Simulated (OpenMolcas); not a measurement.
**Levels of neutral iridium by method**

```json
{
  "Program": "OpenMolcas",
  "Basis": "ANO-RCC-VTZP [8s7p5d3f1g]",
  "Scalar Hamiltonian": "DKH2, point nucleus",
  "Active space": "7 electrons in 5 orbitals (5d)",
  "State averaging": "2S+1 = 4 even, 10 roots; 2S+1 = 2 even, 40 roots",
  "Spin-orbit coupling": "state interaction with AMFI integrals over the reference wave functions, term energies averaged over their components"
}
```

Methods on the same reference wave functions:
A. CASSCF
B. SS-CASPT2, IPEA 0.25 Eh, imaginary shift 0.1 Eh (closed shells correlated: 5s 5p 6s)
C. MS-CASPT2, IPEA 0.25 Eh, imaginary shift 0.1 Eh (closed shells correlated: 5s 5p 6s)
D. XMS-CASPT2, IPEA 0.25 Eh, imaginary shift 0.1 Eh (closed shells correlated: 5s 5p 6s)

Energies in cm-1 above 5d7 6s2 4F 9/2, the measured ground level; measured values from NIST Handbook of Basic Atomic Spectroscopic Data.

```json
{"Level": "5d7 6s2 4F 9/2", "A": "0.0", "B": "0.0", "C": "0.0", "D": "0.0", "Measured": "0.0"}
{"Level": "5d7 6s2 4F 7/2", "A": "7083", "B": "7300", "C": "7290", "D": "7350", "Measured": "7107"}
{"Level": "5d7 6s2 4F 5/2 [59 %]", "A": "9487", "B": "8530", "C": "8540", "D": "8430", "Measured": "9878"}
{"Level": "5d7 6s2 4P 5/2", "A": "16431", "B": "13680", "C": "13680", "D": "13570", "Measured": "12952"}
{"Level": "5d7 6s2 2G 9/2 [60 %]", "A": "16798", "B": "14890", "C": "14990", "D": "14580", "Measured": "13940"}
{"Level": "5d7 6s2 4P 1/2 [60 %]", "A": "19684", "B": "16440", "C": "15920", "D": "15740", "Measured": ""}
{"Level": "5d7 6s2 2H 11/2", "A": "22493", "B": "19930", "C": "20320", "D": "19690", "Measured": ""}
{"Level": "5d7 6s2 2G 7/2", "A": "22697", "B": "20230", "C": "20220", "D": "19840", "Measured": "17779"}
{"Level": "5d7 6s2 2D 5/2(1) [71 %]", "A": "26320", "B": "23060", "C": "23060", "D": "22610", "Measured": ""}
{"Level": "5d7 6s2 2P 1/2 [60 %]", "A": "29905", "B": "26400", "C": "25490", "D": "25290", "Measured": ""}
{"Level": "5d7 6s2 2H 9/2 [73 %]", "A": "30088", "B": "27690", "C": "27970", "D": "27400", "Measured": ""}
{"Level": "5d7 6s2 2F 5/2", "A": "33908", "B": "27020", "C": "27000", "D": "26750", "Measured": "26404"}
{"Level": "5d7 6s2 2F 7/2", "A": "38284", "B": "31940", "C": "31930", "D": "31720", "Measured": ""}
{"Level": "5d7 6s2 2D 3/2(2)", "A": "52707", "B": "43780", "C": "43800", "D": "43360", "Measured": ""}
{"Level": "5d7 6s2 2D 5/2(2)", "A": "56029", "B": "46680", "C": "46670", "D": "46050", "Measured": ""}
```

Deviations, from unrounded energies. A percentage is the sum of absolute deviations over the sum of measured energies, with the sign that they share, or ± where signs differ.

```
                        Against measurement  Levels      A     B     C      D
             mean absolute deviation (cm-1)       6   3200  1000  1100    890
      fine structure of the ground term (%)       2   -2.4  ±9.1  ±9.0  ±10.0
other terms of the ground configuration (%)       4  +26.4  +6.7  +6.8   +5.2
```

D lies closest to measurement on these levels and A furthest from it. The largest miss of D in the table is 5d7 6s2 2G 7/2, by +2100 cm-1. The ranking rests on the paired levels alone, and a cruder setting can come out closer through cancelling errors.

Among B to D the level of the table that moves most is 5d7 6s2 2P 1/2 [60 %], by 1100 cm-1 (lowest in D, highest in B). Moves below CASPT2's spread within the term are not significant.

The mean deviations of B to D differ by less than CASPT2's widest spread within a term (2000 cm-1), so their order carries little weight.

From A to B the spin-free energies of the other terms of 5d7 6s2 shown, above 4F, scale by factors of 0.72 to 0.83, as is usual when dynamic correlation screens the repulsion within a d or f shell.

The lowest spin-free term lies below A's lowest term by 0.507 hartree in B, 0.507 hartree in C, 0.516 hartree in D.

CASPT2 does not keep the components of a term degenerate, so their means are used; among the terms shown or strongly mixed into the levels shown the widest spread is 2000 cm-1 (5d7 6s2 2H, B). Some levels mix across a computed gap that differs much from the measured one, so their mixing is not that of the real levels. With the s shell closed, the reference lacks s² → p², s² → d² and s → d mixing, so excited terms can stand far too high and out of order, with CASPT2 too. The CASPT2 spread within a term exceeds the gap to the next term for 5d7 6s2 2P and 5d7 6s2 2H, 5d7 6s2 2H and 5d7 6s2 2D(1), so the order of their levels is uncertain (figures for B; the like holds for C, D). Without dynamic correlation excited terms often stand tens of per cent too high (terms of higher spin than the ground term too low), and those without a measured partner can miss by more than the paired ones (holds for A). Computed and measured levels are paired by configuration, term and J; levels that our copy of the source lacks, or whose pairing is in doubt (as where it misses far off the trend of its configuration), stay unpaired and out of the deviations. Only configurations of the active space appear. Levels that lie high or do not pair safely by name in every column are left out.

A share in square brackets marks a mixed level and gives the weight of the term that names it, the lowest over the columns. A number in round brackets counts repeated terms of one configuration in the order of the reference energies.
